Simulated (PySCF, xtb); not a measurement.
1,2-difluorocyclopenta-1,3-diene (C₅H₄F₂), SMILES C1(=C(CC=C1)F)F. Other conformers were not sampled.

Harmonic wavenumbers (cm⁻¹) from GFN2-xTB in xtb at its own minimum, in rising order: 212, 256, 300, 380, 424, 542, 584, 686, 748, 833, 853, 891, 1008, 1034, 1037, 1120, 1179, 1223, 1288, 1344, 1385, 1588, 1703, 2962, 2986, 3149, 3165.

Problem. What does PySCF with B3LYP-D3(BJ)/def2-SVP give at its own minimum? (The exact figures need the calculation; the answer reports its results.)

Solution. 228, 271, 286, 396, 448, 583, 622, 698, 705, 846, 905, 945, 954, 1054, 1105, 1140, 1219, 1274, 1350, 1390, 1435, 1610, 1770, 3032, 3071, 3219, 3241. Paired by order, the mean absolute difference is 42 cm⁻¹ and the zero-point energies are 47.0 and 48.3 kcal/mol.
